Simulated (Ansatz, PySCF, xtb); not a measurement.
Two conformers of C4H12Si (SMILES CC[SiH2]CC), B3LYP-D3(BJ)/def2-TZVP minima.
Conformer 1 (charge 0, multiplicity 1, Z-matrix in Å and degrees):
```
Si
H 1 1.4876
H 1 1.4876 2 108.03
C 1 1.8834 2 109.31 3 -118.85
H 4 1.0943 1 108.20 2 58.73
H 4 1.0944 5 105.78 1 116.11
C 4 1.5338 5 110.13 6 118.95
H 7 1.0921 4 111.64 5 -57.20
H 7 1.0921 8 107.36 4 122.44
H 7 1.0924 8 107.50 9 115.17
C 1 1.8835 2 109.30 3 118.85
H 11 1.0943 1 108.18 2 -58.99
H 11 1.0944 12 105.78 1 116.12
C 11 1.5338 12 110.14 13 118.95
H 14 1.0921 11 111.64 12 -57.05
H 14 1.0921 15 107.37 11 122.43
H 14 1.0924 15 107.50 16 115.17
```
Conformer 2 (charge 0, multiplicity 1, Z-matrix in Å and degrees):
```
Si
H 1 1.4874
H 1 1.4888 2 107.96
C 1 1.8845 2 108.14 3 117.81
H 4 1.0950 1 106.84 2 -53.02
H 4 1.0951 5 105.62 1 -115.03
C 4 1.5338 5 109.75 6 -118.61
H 7 1.0909 4 111.53 5 173.64
H 7 1.0922 8 107.30 4 122.32
H 7 1.0922 8 107.36 9 115.34
C 1 1.8856 2 108.67 3 -117.76
H 11 1.0948 1 107.02 2 42.74
H 11 1.0952 12 105.62 1 115.34
C 11 1.5343 12 109.54 13 118.69
H 14 1.0907 11 111.80 12 -175.93
H 14 1.0919 15 107.25 11 122.12
H 14 1.0922 15 107.39 16 115.36
```

No zero-point or thermal terms.

Rows in 6-31G* carry no dispersion term and start afresh at each structure (6-31G* with six Cartesian d functions).

Programs: Ansatz (Gaussian basis) for Hartree–Fock, density functionals and correlated methods; PySCF for 6-31G* rows, the dispersion terms; xtb for the GFN methods. Values without a source in brackets are computed.

Q: Give the electronic energy of conformer 2 less that of conformer 1 at the level GFN2-xTB.

A: 0.7 kcal/mol

Ansatz is a program for electronic structure.
